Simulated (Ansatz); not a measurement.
CdCl2⁺. Total charge 1; doublet. Geometry r2SCAN-D4/def2-TZVP; atoms count from 1.

```xyz
3

Cd   -1.9839   -0.1243   -0.6055
Cl    0.6251    0.7040   -0.3665
Cl    1.3589   -0.5797    0.9720
```

In the def2 sets Cd takes a core potential; there is no spin–orbit coupling. In the doublet, Cl2 and Cl3 lie 1.99 Å apart (atoms count from 1), so these atoms are partly bonded to each other. Another isomer (doublet) lies 0.44 eV lower at PBE0-D4/def2-TZVP; other spin states weren't run for this one.

Q: Estimate the Mulliken populations from the PBE0/def2-TZVP orbitals of Ansatz.

A: 
| atom | charge (e) | spin (α − β) | d electrons |
| --- | --- | --- | --- |
| Cd1 | 0.79 | 0.91 | 10.01 |
| Cl2 | 0.10 | 0.08 | – |
| Cl3 | 0.11 | 0.01 | – |
Mulliken values and Mayer orders depend strongly on the basis.

Q: Where does the spin sit?

A: Summed by element: Cd 0.91, Cl 0.09, of 1 unpaired in all. Largest on single atoms: Cd1 0.91, Cl2 0.08, Cl3 0.01.

Q: And the Mayer bond orders between bonded heavy atoms (over 0.3)?

A: Cd1–Cl2 0.34 (2.75 Å); Cl2–Cl3 1.11 (1.99 Å).
